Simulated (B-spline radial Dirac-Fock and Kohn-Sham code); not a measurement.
**Photoabsorption cross section of Ho⁴⁺ by shell**

System: Ho⁴⁺, [Xe] 4f9.

Input file task.json (cfg lists n, l and occupation; rrms is the nuclear radius in fm):

```json
{"items": [{
  "Z": 67,
  "q": 4,
  "cfg": [[1, 0, 2], [2, 0, 2], [2, 1, 6], [3, 0, 2], [3, 1, 6], [3, 2, 10], [4, 0, 2], [4, 1, 6], [4, 2, 10], [4, 3, 9], [5, 0, 2], [5, 1, 6]],
  "A": 165,
  "rrms": 5.2022,
  "do": ["binding", "quiet", "photo"],
  "hv": [21.22, 35.0, 100, 141.0, 230.0, 600, 1520.0, 3360.0, 4000, 10200.0, 11600.0, 15000, 22162.9, 59318.2, 175000.0, 200000]
}]}
```

Run with: `python xray_run.py task.json out`

Calculated with an atomic code on a B-spline grid, using a relativistic central-field model (Hartree-Slater potential of the initial state, Latter tail, multipole expansion of the photon field, Dirac-Fock thresholds).

Computed thresholds (eV): K 55675.8, L1 9463.0, L2 8980.0, L3 8133.1, M1 2199.4, M2 1989.6, M3 1810.0, M4 1454.7, M5 1416.4, N1 501.4, N2 416.8, N3 376.4, N4 236.1, N5 228.7, N6 63.91, N7 62.77, O1 108.1, O2 80.87, O3 74.76.

```csv
photon energy (eV),total (b),K (%),L (%),M (%),N (%),O (%)
100,6.077e+06,–,–,–,90.9,9.1
141,6.176e+06,–,–,–,93.7,6.3
230,4.459e+06,–,–,–,94.9,5.1
600,1.710e+06,–,–,–,95.8,4.2
1520,1.536e+06,–,–,79.1,19.7,1.2
3360,306200,–,–,81.9,16.7,1.4
4000,199100,–,–,81.6,16.9,1.5
10200,77780,–,77.0,18.4,4.1,0.5
11600,55840,–,77.3,18.1,4.0,0.5
15000,28460,–,77.6,17.8,4.0,0.6
22162.9,9989,–,77.9,17.5,4.0,0.6
59318.2,3547,81.6,14.4,3.2,0.7,0.1
175000,189.5,83.8,12.6,2.8,0.7,0.1
200000,131.2,83.9,12.6,2.8,0.7,0.1
```

Question: With what power of the photon energy does the total fall between 175000 and 200000 eV?

Answer: As E^-2.76. The non-relativistic Born limit for an s electron far above threshold is E^-3.5; near threshold and at relativistic energies the fall is slower.
